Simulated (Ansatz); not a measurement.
Geometry optimisation, RKS PBE/def2-SVP (Ansatz 0.2.0).

The input (input.yaml):

```yaml
crystal:
  periodic: [false, false, false]
  atoms:
    - { symbol: Ge, position_ang: [0.142541, -0.594678, -0.162029] }
    - { symbol: O, position_ang: [0.736108, 0.598027, 2.480334] }
    - { symbol: H, position_ang: [-0.204763, 0.760657, 2.687618] }
    - { symbol: Cl, position_ang: [1.820397, 0.495089, -0.907439] }
    - { symbol: Cl, position_ang: [-1.610882, 0.636936, 0.025425] }
    - { symbol: Cl, position_ang: [-0.394433, -2.094992, -1.806871] }
    - { symbol: O, position_ang: [0.386161, -1.859212, 1.035875] }
    - { symbol: Al, position_ang: [0.059199, -3.487784, 0.288191] }
    - { symbol: H, position_ang: [1.356398, -4.334031, -0.085002] }
    - { symbol: H, position_ang: [-1.358721, -4.11035, 0.665379] }
    - { symbol: H, position_ang: [0.824396, -0.380664, 2.617119] }
basis:
  gaussian: { orbitals: def2-SVP }
hamiltonian:
  xc: pbe
relax:
  f_tol: 0.03
  max_steps: 50
```

Command:

```bash
$ ansatz run input.yaml --threads 4 --pin off --max-ram 5120MiB --backend cpu --events-out ev --progress --plain --runs-dir out
```

Question: Where does it end, and by what steps?

Answer: The run converged. After 8 steps the energy has fallen by 0.276 eV; O2 moved furthest, 0.43 Å. Joined: Ge1–O2 (2.96 → 2.21 Å).

| step | energy less start (eV) | largest force component (eV/Å) | accepted |
| --- | --- | --- | --- |
| 0 | 0.0000 | 0.619 | yes |
| 1 | -0.0731 | 0.791 | yes |
| 2 | -0.2039 | 1.017 | yes |
| 3 | -0.2010 | 0.999 | no |
| 4 | -0.2645 | 0.147 | yes |
| 5 | -0.2730 | 0.238 | yes |
| 6 | -0.2753 | 0.121 | yes |
| 7 | -0.2755 | 0.081 | yes |
| 8 | -0.2763 | 0.021 | yes |

```xyz
11
Properties=species:S:1:pos:R:3
Ge 0.203 -0.522 0.157
O 0.691 0.438 2.081
H -0.136 0.868 2.387
Cl 1.833 0.517 -0.786
Cl -1.648 0.626 0.178
Cl -0.364 -1.990 -1.633
O 0.400 -1.931 1.181
Al 0.056 -3.474 0.247
H 1.362 -4.316 -0.119
H -1.348 -4.139 0.621
H 0.707 -0.446 2.525
```

Whether the end is a true minimum wasn't checked by a vibrational analysis.

The run took 26 s on 4 threads of Arm Neoverse V2, on a shared host, peak memory 0.26 GiB.
